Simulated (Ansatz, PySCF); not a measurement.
C3H3ClF2, SMILES C=C(Cl)C(F)F.

Coordinates come from a PBE0-D3(BJ)/def2-SVP optimisation. The values are those of a single conformer.

Vertical ionisation energy (IE) and electron affinity (EA) in eV. Rows of orbital energies are one-electron estimates. Where ΔSCF, EOM or ADC give a negative EA the extra electron is unbound and the value depends on the basis.

```json
[
 {"level": "−ε(HOMO), −ε(LUMO), HF/def2-TZVP (PySCF)", "IE": "10.56", "EA": "-2.99"},
 {"level": "−ε(HOMO), −ε(LUMO), PBE/def2-TZVP (PySCF)", "IE": "6.77", "EA": "1.85"},
 {"level": "ΔSCF, PBE0/def2-SVPD (Ansatz), final states of multiplicity 2 and 2", "IE": "10.30", "EA": "-0.93"},
 {"level": "ΔSCF, PBE/def2-SVPD (Ansatz), final states of multiplicity 2 and 2", "IE": "10.16", "EA": "-0.86"}
]
```

Problem. What vertical singlet–triplet gap does ΔSCF give with PBE0/def2-SVPD (Ansatz, a program for electronic structure) and with PBE/def2-SVPD (Ansatz)? (The exact figures need the calculation; the answer reports its results.)

Solution. 4.00 and 4.10 eV (triplet above singlet where positive).
